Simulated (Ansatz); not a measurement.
Species: [Ta(Cl)(NH2)4] (charge 0, multiplicity 1), formula H$_{8}$ClN$_{4}$Ta.

**Question.** How many basis functions does frozen-core CCSD(T)/def2-TZVPP // r2SCAN-D4/def2-SVP run with Ansatz (a program for electronic structure) use, how many core orbitals are frozen, and how many electrons are correlated?

**Answer.** 334 basis functions and 9 frozen orbitals, which leaves 48 correlated electrons. Core time is of the order of hours.
